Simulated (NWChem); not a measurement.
System: SnH$_{4}$SO$_{3}$; SMILES [OH][Sn]([OH])([OH])[SH]

```xyz
9

O      0.0830    -1.2733     1.6540
Sn    -0.0035    -0.2205    -0.0069
O      1.4362    -1.0327    -1.0868
O     -1.8081    -0.4694    -0.7604
S      0.2011     2.1577     0.1676
H      0.9155    -1.7607     1.7028
H      1.6456    -0.5074    -1.8687
H     -2.1826    -1.3174    -0.4897
H     -1.1115     2.2891    -0.1342
```
Atoms are numbered in this order, from 1.

Program: NWChem. Medium grid unless said otherwise, to which SCAN and Minnesota functionals are sensitive. Geometry: optimised at PBE0/def2-SVP. Not confirmed as a minimum by frequencies. def2 effective core potentials on Sn; no spin-orbit coupling. Hybrids' shares of exact exchange are those that their runs print; pure functionals count as 0. The functionals differ in more than this share.

| row | share of exact exchange | orbital gap (eV) |
|---|---|---|
| PBE/def2-SVP | 0.00 | 3.94 |
| BP86/def2-SVP | 0.00 | 3.93 |
| B3LYP/def2-SVP | 0.20 | withheld |
| PBE0/def2-SVP | 0.25 | 6.23 |
| BHandHLYP/def2-SVP | 0.50 | 8.37 |
| M06-2X/def2-SVP | 0.54 | 8.62 |

### Question
Fit a straight line of the last column on the one before it, predict the withheld value, and compare with the run.

### Answer

1. Means of the 5 shown rows: x = 0.258, y = 6.218. Slope Σ(x − x̄)(y − ȳ)/Σ(x − x̄)² = 2.376/0.2713 = 8.759; intercept 3.958.
2. The shown rows scatter about the line by 0.052 (root mean square); the largest residual is +0.08, at PBE0/def2-SVP.
3. At x = 0.20 (B3LYP/def2-SVP; inside the shown range) the line gives 5.71.
4. The run gives 5.64, -0.07 from the line, 1.3 times the scatter.
